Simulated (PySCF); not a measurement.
TaO2Cl, SMILES [O]=[Ta](=[O])[Cl], multiplicity 1. Atoms are numbered in the order given.

```xyz
4

Ta     0.2647    -0.1746     0.0000
O      0.9506     0.6135     1.3725
O      0.9506     0.6135    -1.3725
Cl    -2.0315     0.1725     0.0000
```

Geometry: PBE0-D3(BJ)/def2-SVP. The multiplicity is an assumed one; other spin states were not compared. The def2 effective core potentials stand for the cores of Ta; spin–orbit coupling is left out.

Method: PBE/def2-TZVPD in PySCF.

Symmetry labels are those of the subgroup Cs that the program uses (full group Cs).

Computed valence orbital energies around the gap with their symmetry:
| orbital | symmetry | energy (eV) |
|---|---|---|
| HOMO−7 | A' | -9.36 |
| HOMO−6 | A" | -9.34 |
| HOMO−5 | A" | -9.07 |
| HOMO−4 | A' | -8.92 |
| HOMO−3 | A' | -8.41 |
| HOMO−2 | A" | -7.92 |
| HOMO−1 | A' | -7.83 |
| HOMO | A" | -6.94 |
| LUMO | A' | -4.81 |
| LUMO+1 | A' | -3.01 |
| LUMO+2 | A" | -1.97 |
| LUMO+3 | A' | -1.24 |
